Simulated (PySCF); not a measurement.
Calculation: PySCF 2.14.0 with PBE-D3(BJ)/def2-TZVP // r2SCAN-D4/def2-SVP. Gas-phase values, no solvent. One relaxed conformer stands for a flexible species; it need not be the lowest. 

Reference species: [Hf(OH)4] (neutral, multiplicity 1).

| Property | Value |
|---|---|
| HOMO–LUMO gap | 6.13 eV |
| charge on the central atom (Mulliken) | 1.42 e |
| coordination number | 4 |
| mean distance from the central atom to its bonded neighbours | 1.936 Å |

Changed species: [Hf(OH)2(H)2] (2 of 4 OH replaced by H; the reference has 0 of 4 OH replaced by H).

Problem. Give the shifts of the HOMO–LUMO gap, charge on the central atom (Mulliken), coordination number and mean distance from the central atom to its bonded neighbours.

Solution. the HOMO–LUMO gap falls by 1.72 eV, to 4.41 eV; the charge on the central atom (Mulliken) falls by 0.42 e, to 1.00 e; the coordination number is nearly the same; the mean distance from the central atom to its bonded neighbours falls by 0.046 Å, to 1.890 Å.
